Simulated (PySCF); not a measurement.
A small calculation by hand: dipole moment from atomic charges

CH3BrOTe, SMILES CO[Te]Br. Atoms are numbered in the order given.

```xyz
7

Te     0.2867    -0.4606     0.7462
Br    -1.2028     1.2030    -0.4873
O      1.7517    -0.6528    -0.5909
C      1.4811    -1.3742    -1.7814
H      0.7506    -0.8457    -2.4196
H      2.4352    -1.4469    -2.3280
H      1.1027    -2.3935    -1.5837
```

Geometry: B3LYP-D3(BJ)/def2-SVP. This is a generated structure with no PubChem entry under its InChIKey; it may be hypothetical. The def2 effective core potentials stand for the cores of Te; spin–orbit coupling is left out. One conformer was computed; it need not be the lowest.

Charges (e) from PBE/def2-TZVP (PySCF):

```
atom  ESP fit  Mulliken
----  -------  --------
Te1     0.210     0.394
Br2    -0.128    -0.226
O3     -0.221    -0.359
C4     -0.163    -0.195
H5      0.082     0.133
H6      0.136     0.133
H7      0.084     0.118
```

The dipole moment of the full density is 1.80 D.

Problem. What dipole moment does each set of point charges give, and which comes closer to that of the density?

Solution. 
μ = Σ q r, and 1 e Å = 4.8032 D.
ESP fit: Σ q r = (0.071, -0.350, -0.008) e Å, |μ| = 1.71 D.
Mulliken: Σ q r = (0.021, -0.538, 0.145) e Å, |μ| = 2.68 D.
ESP fit comes closer in size. Point charges leave out the atoms' own dipoles (lone pairs, polarised bonds); fits to the potential absorb them, partitions of the density don't.
